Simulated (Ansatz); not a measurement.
A series at Si: from `N[Si](F)(F)F`, ligands are replaced one by one, each step taking up H₂ and setting free H–F; n counts the steps. Ansatz, PBE0-D4/def2-TZVP geometries. Each molecule was computed in one conformer, which needn't be the lowest.

```
n        molecule  HOMO energy, ωB97M-V/def2-TZVPP (eV)
0  `N[Si](F)(F)F`                                -11.08
1    `N[SiH](F)F`                                -10.81
2      `N[SiH2]F`                                     ?
3       `N[SiH3]`                                 -9.78
```

By hand: fit a straight line y = ȳ + b (n − n̄) to the 3 given rows and predict n = 2.

n̄ = 1.333, ȳ = -10.557; Σ(n − n̄)(y − ȳ) = 2.077, Σ(n − n̄)² = 4.667, so b = 0.445 eV a step. Prediction: -10.557 + (0.445) × (0.667) = -10.26 eV.

By hand: compare with the computed value, -10.59 eV, and give the steps along the whole series.

The line misses by -0.33 eV (computed minus predicted). Steps: 0.27, 0.22, 0.81 eV.

One step carries most of the change, so a line is a poor guide. The highest orbital can change its character along such a series. The miss is 25.4 % of the series' range.
